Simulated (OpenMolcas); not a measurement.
Computed levels of 3d⁸ in ions with 26 electrons, in cm-1 above ³F₄.

- Program: OpenMolcas
- Method: XMS-CASPT2, IPEA 0.25 Eh, imaginary shift 0.1 Eh
- Basis: ANO-RCC-VTZP
- Scalar Hamiltonian: DKH2, point nucleus
- Spin-orbit coupling: RASSI with atomic mean-field integrals over the reference wave functions, term energies averaged over their components

Active space for each ion: 8 electrons in 5 orbitals (3d); closed shells correlated by CASPT2: 3s 3p.

| Level | Co+ | Cu3+ |
| --- | --- | --- |
| ³F₃ | 965 | 1823 |
| ³F₂ | 1625 | 3030 |
| ¹D₂ | 11350 | 16270 |
| ³P₂ | 13910 | 19940 |
| ³P₁ | 14180 | 20310 |
| ³P₀ | 14380 | 20640 |
| ¹G₄ | 19280 | 27370 |
| ¹S₀ | 43790 | 62520 |

Estimate ³F₂, ¹D₂, ³P₂ for Ni2+ from its neighbours Co+ and Cu3+.

³F₂ is fine structure, which grows about as the fourth power of a screened charge, so the fourth roots are averaged: ((1625^0.25 + 3030^0.25) / 2)^4 = 2246. The calculation gives 2250, so the estimate is off by -0.2 %; the measured value is 2270 (Corliss and Sugar, J. Phys. Chem. Ref. Data 10, 197 (1981)).
¹D₂ is another term, which grows about linearly with the charge: (11350 + 16270) / 2 = 13810. The calculation gives 13830, so the estimate is off by -0.1 %; the measured value is 14032 (Corliss and Sugar, J. Phys. Chem. Ref. Data 10, 197 (1981)).
³P₂ is another term, which grows about linearly with the charge: (13910 + 19940) / 2 = 16925. The calculation gives 16980, so the estimate is off by -0.3 %; the measured value is 16662 (Corliss and Sugar, J. Phys. Chem. Ref. Data 10, 197 (1981)).

CASPT2 does not keep the components of a term degenerate, so their means are used; among the terms shown or strongly mixed into the levels shown the widest spread is 1900 cm-1 (3d⁸ ¹G, Co+). Measured partners are found by configuration, term and J. A level has none where our copy of the source lacks it or the pairing is in doubt (some pairs that miss far off the trend of their configuration count as doubtful), and it then counts in no deviation. Only configurations of the active space appear.
